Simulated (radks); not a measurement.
Results of a calculation; reference values are marked as such.
Problem. Neutral copper, 29 electrons, occupied as [Ar] 3d10 4s1 (the NIST ground configuration). Code: a radial shooting solver on a logarithmic mesh with Libxc functionals. Model: non-relativistic Kohn-Sham, PBE, spin-polarised, spherical densities, point nucleus; open shells are filled with parallel spins first. Some entries of the table are withheld. Estimate them.

| orbital | occ. | eigenvalue (eV) | <1/r> (bohr^-1) |
|---|---|---|---|
| 1s up | 1 | -8746.421 | 28.51 |
| 1s down | 1 | -8746.394 | 28.51 |
| 2s down | 1 | -1039.813 | 6.193 |
| 2s up | 1 | -1039.774 | 6.193 |
| 2p down | 3 | -911.5657 | 6.155 |
| 2p up | 3 | -911.5432 | 6.155 |
| 3s down | 1 | -110.9061 | 1.960 |
| 3s up | 1 | -110.8637 | 1.959 |
| 3p down | 3 | (1) | 1.828 |
| 3p up | 3 | (2) | 1.826 |
| 3d up | 5 | -5.2265 | 1.365 |
| 3d down | 5 | -5.0725 | 1.384 |
| 4s up | 1 | -4.8280 | (3) |
| 4s down | 0 | -3.8862 | (4) |

Solution. 
(1) 3p down eigenvalue (eV): -71.0529
(2) 3p up eigenvalue (eV): -71.0269
(3) 4s up <1/r> (bohr^-1): 0.4374
(4) 4s down <1/r> (bohr^-1): 0.4358
